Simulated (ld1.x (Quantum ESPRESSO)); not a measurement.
An all-electron radial function and its pseudo partner (Se)

Columns: radius, all-electron u(r) and pseudo u(r) of the 3d shell (level -53.13 eV) of selenium in the configuration [Ar] 3d10 4s2 4p4; PBE, scalar-relativistic, TM scheme, ld1.x (Quantum ESPRESSO) 7.5.

| r (bohr) | all-electron | pseudo |
| --- | --- | --- |
| 0.078 | 0.1271 | 0.0378 |
| 0.155 | 0.4842 | 0.2533 |
| 0.232 | 0.8446 | 0.6493 |
| 0.310 | 1.0967 | 1.0586 |
| 0.388 | 1.2233 | 1.2976 |
| 0.465 | 1.2503 | 1.3365 |
| 0.542 | 1.2125 | 1.2599 |
| 0.620 | 1.1356 | 1.1488 |
| 0.698 | 1.0393 | 1.0404 |
| 0.775 | 0.9374 | 0.9374 |
| 0.852 | 0.8361 | 0.8361 |
| 0.930 | 0.7384 | 0.7384 |
| 1.008 | 0.6480 | 0.6480 |
| 1.085 | 0.5670 | 0.5670 |
| 1.162 | 0.4943 | 0.4943 |
| 1.240 | 0.4291 | 0.4291 |
| 1.318 | 0.3717 | 0.3717 |
| 1.395 | 0.3220 | 0.3220 |
| 1.472 | 0.2785 | 0.2785 |
| 1.550 | 0.2403 | 0.2403 |
| 1.628 | 0.2070 | 0.2070 |
| 1.705 | 0.1785 | 0.1785 |
| 1.782 | 0.1538 | 0.1538 |
| 1.860 | 0.1322 | 0.1322 |
| 1.938 | 0.1135 | 0.1135 |
| 2.015 | 0.0977 | 0.0977 |

Q: How many radial nodes do the two functions have?

A: The all-electron 3d function has n − l − 1 = 0; the pseudo-wave has 0.

Q: At about which radius was the pseudo-wave matched?

A: 0.80 bohr, where the columns begin to agree (steps of 0.08 bohr).

Q: Where does each function peak?

A: Outermost all-electron maximum near 0.47 bohr, pseudo maximum near 0.47 bohr (to the table’s step).

Q: Is the pseudo-wave norm-conserving?

A: Yes: the TM scheme keeps the norm inside the radius equal to the all-electron one, which fixes the energy derivative of the logarithmic derivative at the level.
